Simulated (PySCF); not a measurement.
A side-by-side comparison of computed properties.

First species: C5H12F3PSi.
SMILES with atom numbers: `[CH3:1][CH2:2][P:3]([CH2:4][SiH3:5])[CH2:6][C:7]([F:8])([F:9])[F:10]` (hydrogens: H11, H12, H13 on C1; H14, H15 on C2; H16, H17 on C4; H18, H19, H20 on Si5; H21, H22 on C6)

Second species: C5H4F2O3.
Structure used (GFN2-xTB), in Å, numbered top down from 1:
```xyz
14
C5H4F2O3 angstrom
C     -2.665    0.605   -0.813
O     -1.249    0.509   -0.726
C     -0.773   -0.177    0.300
O     -1.431   -0.717    1.150
C      0.708   -0.215    0.295
C      1.676   -0.744    1.060
C      2.638   -0.121    0.072
F      3.443    0.847    0.517
F      3.394   -0.943   -0.660
O      1.535    0.387   -0.656
H     -3.066    1.096    0.076
H     -2.874    1.191   -1.704
H     -3.107   -0.390   -0.893
H      1.769   -1.330    1.946
```

Levels: PBE0/pcSseg-1 for dipole moment, HOMO energy, LUMO energy and HOMO–LUMO gap; GFN2-xTB for rotational constant A and rotational constant C. Geometries: GFN2-xTB. All species are isolated and taken at one optimised geometry, non-relativistic unless stated. Electronic properties by PySCF.

The conformers computed, where there is a choice (atom-mapped SMILES and torsion angles):
- `[CH3:1][CH2:2][P:3]([CH2:4][SiH3:5])[CH2:6][C:7]([F:8])([F:9])[F:10]`: C1–C2–P3–C4 83°, C2–P3–C4–Si5 178°, C2–P3–C6–C7 91°, P3–C6–C7–F8 56°
- `[CH3:1][O:2][C:3](=[O:4])[C:5]1=[CH:6][C:7]([F:8])([F:9])[O:10]1`: C1–O2–C3–O4 0°, O2–C3–C5–C6 180°

```csv
property,column X,column Y
dipole moment,2.16 D,3.24 D
HOMO energy,-7.77 eV,-7.06 eV
LUMO energy,-2.28 eV,0.42 eV
HOMO–LUMO gap,5.49 eV,7.48 eV
rotational constant A,3.601 GHz,1.076 GHz
rotational constant C,0.646 GHz,0.444 GHz
```

(1) Which column belongs to which species?

(2) How does each property change from the first species to the second?

## Answers

(1) Column X is the second species and column Y the first. The first has 22 atoms and 98 electrons, the second 14 and 76.

(2) dipole moment -1.08 D; HOMO energy -0.71 eV; LUMO energy -2.70 eV; HOMO–LUMO gap -1.99 eV; rotational constant A +2.525 GHz; rotational constant C +0.202 GHz.

On the first: A dipole of 3.24 D is allowed in C1, and pure rotational transitions are dipole-allowed. The dipole matches unit charges of opposite sign 0.67 Å apart (1 e·Å = 4.8032 D).

On the second: In atomic units the dipole is 0.85 e·bohr (1 au = 2.5417 D). A dipole of 2.16 D is allowed in Cs, and pure rotational transitions are dipole-allowed.
